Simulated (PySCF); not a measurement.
CH6GaNO2.

```xyz
11

Ga     0.0154     0.3764     0.0000
N      0.7435    -1.2830     0.0000
C      0.0004    -2.5301     0.0000
H      1.7508    -1.3993     0.0000
H      0.2115    -3.1512    -0.8919
H      0.2115    -3.1512     0.8919
H     -1.0803    -2.3224     0.0000
O     -1.7667     0.5020     0.0000
H     -2.0779     1.4159     0.0000
O      0.9416     1.9108     0.0000
H      1.9004     1.8007     0.0000
```

Geometry: B3LYP-D3(BJ)/def2-SVP. Other conformers were not sampled.

All values below come from PBE/pcSseg-1 in PySCF. Non-relativistic, no solvent.

**Question.** Give the absolute GIAO shielding of each atom: isotropic value and principal components (ppm). (An estimate is asked for; the answer gives what the named calculation found.)

**Answer.** 
```
atom  σ(iso)     σ11     σ22     σ33   span
----  ------  ------  ------  ------  -----
Ga1   1363.2  1166.3  1407.6  1515.7  349.4
N2     223.2   198.5   212.1   259.1   60.5
C3     143.6   116.6   133.2   181.1   64.5
H4      30.8    21.9    29.7    40.6   18.7
H5      28.1    23.0    25.7    35.7   12.7
H6      28.1    23.0    25.7    35.7   12.7
H7      28.0    22.8    27.6    33.6   10.8
O8     304.8   261.0   324.9   328.3   67.3
H9      29.9    21.6    24.6    43.5   21.8
O10    289.8   235.9   308.1   325.3   89.4
H11     30.0    21.7    25.1    43.1   21.4
```
